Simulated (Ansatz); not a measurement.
C2H8AlGaO (`CO[CH2][AlH][GaH2]`), relaxed with RKS PBE0-D4/def2-TZVP in the Gaussian-basis code of Ansatz from a GFN2-xTB geometry. The force threshold is 0.005 eV/Å; the program also tests the step.

Charge 0, multiplicity 1.

Start:

```xyz
13

C    -0.750    0.399    1.232
O     0.475    0.241    0.573
C     0.759   -1.177    0.330
Al   -0.283   -1.146   -1.437
Ga    0.299    1.266   -1.480
H    -0.713   -0.049    2.230
H    -1.566   -0.087    0.658
H    -0.953    1.468    1.310
H     1.845   -1.199    0.134
H     0.607   -1.721    1.272
H    -0.978   -2.348   -2.147
H     1.806    1.792   -1.660
H    -0.549    2.559   -1.016
```

| step | energy (eV) | largest force (eV/Å) | largest move (Å) |
| --- | --- | --- | --- |
| 1 | -63211.9700 | 0.671 | 0.000 |
| 2 | -63212.1141 | 0.385 | 0.194 |
| 3 | -63212.1516 | 0.156 | 0.069 |
| 4 | -63212.1649 | 0.069 | 0.115 |
| 5 | -63212.1707 | 0.211 | 0.200 |
| 6 | -63212.1783 | 0.225 | 0.169 |
| 7 | -63212.1819 | 0.112 | 0.052 |
| 8 | -63212.1860 | 0.041 | 0.068 |
| 9 | -63212.1900 | 0.251 | 0.143 |
| 10 | -63212.1930 | 0.218 | 0.042 |
| 11 | -63212.1997 | 0.208 | 0.151 |
| 12 | -63212.2069 | 0.348 | 0.116 |
| 13 | -63212.2130 | 0.747 | 0.196 |
| 14 | -63212.2382 | 0.519 | 0.093 |
| 15 | -63212.2800 | 0.353 | 0.200 |
| 16 | -63212.3071 | 0.293 | 0.200 |
| 17 | -63212.3086 | 0.293 | 0.177 |
| 18 | -63212.3167 | 0.070 | 0.065 |
| 19 | -63212.3174 | 0.027 | 0.021 |
| 20 | -63212.3180 | 0.025 | 0.036 |
| 21 | -63212.3181 | 0.010 | 0.009 |
| 22 | -63212.3181 | 0.004 | 0.008 |

End:

```xyz
13

C    -0.251    0.644    1.616
O     0.196    0.187    0.357
C     0.112   -1.245    0.145
Al    0.357   -1.250   -1.850
Ga    0.141    1.215   -1.610
H     0.332    0.176    2.415
H    -1.312    0.409    1.757
H    -0.110    1.724    1.647
H     0.846   -1.742    0.790
H    -0.884   -1.593    0.458
H     0.522   -2.604   -2.673
H     1.356    2.214   -1.482
H    -1.303    1.865   -1.569
```

Hardware: 2 threads of an AMD EPYC 7R13 on a shared host and a share of an NVIDIA H100 80 GB. Wall time 45 s, peak host memory 0.89 GiB.
